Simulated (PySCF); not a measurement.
**Telling isomers of C7H10O2 apart by NMR**

Computed data (PySCF): GIAO PBE0/pcSseg-1 shieldings, geometry: GFN2-xTB. Rapidly exchanging positions averaged, non-relativistic Hamiltonian, one conformer, no solvent.

Scale: ¹H (31.72 ppm) and ¹³C (186.93 ppm) against TMS (reference shieldings calculated alike). Where no couplings were computed, multiplicities follow the n + 1 count of equivalent neighbours, and m marks all less simple cases (inequivalent or close neighbours, rings, F or P nearby). Acid and N–H amide carbonyl carbons lie up to 10 ppm further downfield in solution (hydrogen bonding). Shifts are as computed. Against solution values, carbons near 30 ppm lie about +3 ppm off and those near 130 ppm about +5 ppm. Of 1211 compounds with measured shifts, 218 miss one by over three times the rms of a fit or turn the order of signals round; such compounds aren't used in these exercises. OH and NH positions are gas-phase values without hydrogen bonding to other molecules.

(1) Tabulate the signals of `C=CC(=C)[C@H](C=O)OC`, `C/C=C/C=C\OC(C)=O`, `CC1=C[C@@](C)(C(=O)O)C1`, `CO[C@@H]1CCC=CC1=O` and their relative energies.

(2) What is the quickest way to tell C/C=C/C=C\OC(C)=O from CO[C@@H]1CCC=CC1=O?

(3) What is the quickest way to tell CC1=C[C@@](C)(C(=O)O)C1 from CO[C@@H]1CCC=CC1=O?

(4) What is the quickest way to tell C=CC(=C)[C@H](C=O)OC from CC1=C[C@@](C)(C(=O)O)C1?

Results:

(1) 
| SMILES | carbon types | δC | δH | E rel. (kcal/mol) |
| --- | --- | --- | --- | --- |
| C=CC(=C)[C@H](C=O)OC | 1×C 3×CH 2×CH2 1×CH3 | 201.6, 146.5, 142.9, 126.1, 125.3, 88.5, 56.9 | 9.58 (d, 1H), 6.76 (m, 1H), 5.94 (m, 1H), 5.77 (br s, 1H), 5.69 (m, 1H), 5.60 (br s, 1H), 4.34 (d, 1H), 3.52 (s, 3H) | 38.0 |
| C/C=C/C=C\OC(C)=O | 1×C 4×CH 2×CH3 | 171.7, 139.4, 137.5, 131.5, 119.2, 23.3, 22.8 | 7.53 (d, 1H), 6.86 (m, 1H), 5.91 (m, 1H), 5.63 (m, 1H), 2.19 (s, 3H), 2.00 (d, 3H) | 0.4 |
| CC1=C[C@@](C)(C(=O)O)C1 | 3×C 1×CH 1×CH2 2×CH3 | 180.4, 159.4, 141.7, 48.8, 42.9, 23.6, 20.0 | 6.16 (s, 1H), 5.89 (br s, 1H), 3.41 (m, 1H), 1.94 (s, 3H), 1.93 (m, 1H), 1.55 (s, 3H) | 0.0 |
| CO[C@@H]1CCC=CC1=O | 1×C 3×CH 2×CH2 1×CH3 | 200.9, 160.3, 134.1, 83.9, 59.3, 34.5, 26.3 | 7.30 (m, 1H), 6.16 (d, 1H), 3.51 (s, 3H), 3.28 (m, 1H), 3.01 (m, 1H), 2.31 (m, 1H), 2.06 (m, 1H), 1.94 (m, 1H) | 6.2 |

Energies are electronic energies at PBE0/pcSseg-1 on these geometries, without zero-point or thermal terms, each for the one conformer computed, which needn't be the lowest.

(2) Both give the same number of carbon signals, but DEPT or the intensities differ. The first has an allylic methyl carbon (CH3) at 22.8 ppm, the second an sp3 CH2 in a ring at 34.5 ppm. Their most deshielded carbons lie at 171.7 and 200.9 ppm.

(3) Both give the same number of carbon signals, but DEPT or the intensities differ. The first has a quaternary sp3 carbon α to a carbonyl (C) at 48.8 ppm, the second an sp3 CH bonded to O, α to a carbonyl at 83.9 ppm. Their most deshielded carbons lie at 180.4 and 200.9 ppm. In the proton spectra the most deshielded non-exchanging signals are 6.16 (s, 1H) and 7.30 (m, 1H).

(4) Both give the same number of carbon signals, but DEPT or the intensities differ. The first has a terminal =CH2 carbon at 126.1 ppm, the second a quaternary sp3 carbon α to a carbonyl (C) at 48.8 ppm. Their most deshielded carbons lie at 201.6 and 180.4 ppm. In the proton spectra the most deshielded non-exchanging signals are 9.58 (d, 1H) and 6.16 (s, 1H).
